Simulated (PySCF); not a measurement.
Spinor energies of La⁺ (lanthanum, charge +1)

Start: [Xe] 5d1 6s1; 5d5/2 filled at m_j = +5/2; 6s1/2 filled at m_j = +1/2. Calculated with PySCF 2.14 in x2c-TZVPall-2c with one added diffuse shell each of s, p, d type (12s12p11d2f, 117 functions): generalised Hartree-Fock with the X2C-1e Hamiltonian and a Gaussian nucleus; spin-orbit coupling (SO) screened by Boettger's factors. This is a chosen level, not necessarily the ground level.

```tsv
spinor shell	electrons	ε, screened SO (eV)	weight of nominal j (screened SO)	rms radius, screened SO (bohr)
1s1/2	2	-39122.1	1.000	0.0286
2s1/2	2	-6340.7	1.000	0.116
2p1/2	2	-5966.8	1.000	0.100
2p3/2	4	-5550.2	1.000	0.106
3s1/2	2	-1406.8	1.000	0.303
3p1/2	2	-1247.9	1.000	0.295
3p3/2	4	-1164.5	1.000	0.308
3d3/2	4	-888.87	1.000	0.279
3d5/2	6	-871.27	1.000	0.283
4s1/2	2	-308.32	1.000	0.694
4p1/2	2	-247.32	1.000	0.719
4p3/2	4	-229.46	1.000	0.746
4d3/2	4	-127.17	0.999	0.820
4d5/2	6	-124.07	1.000	0.830
5s1/2	2	-55.034	1.000	1.67
5p1/2	2	-35.875	0.986	1.87
5p3/2	4	-33.460	0.993	1.95
5d5/2	1	-12.008	1.000	3.04
6s1/2	1	-10.380	0.948	4.41
```

```
   quantity  screened SO
E (hartree)  -8490.95331
        M_J            3
       ⟨J²⟩       12.296
       ⟨L²⟩        6.356
       ⟨S²⟩        2.043
```

Each row is a mean over spinors that exchange with the open shell spreads, by up to 2.338 eV (5p3/2).

⟨J²⟩ departs a little from M_J(M_J + 1) because the unrestricted spinors polarise the closed shells.

Breit and QED terms are absent; they matter most for the inner s and p1/2 levels.

Densities and radii are taken from the X2C orbitals without a picture-change correction, which distorts them close to the nucleus.
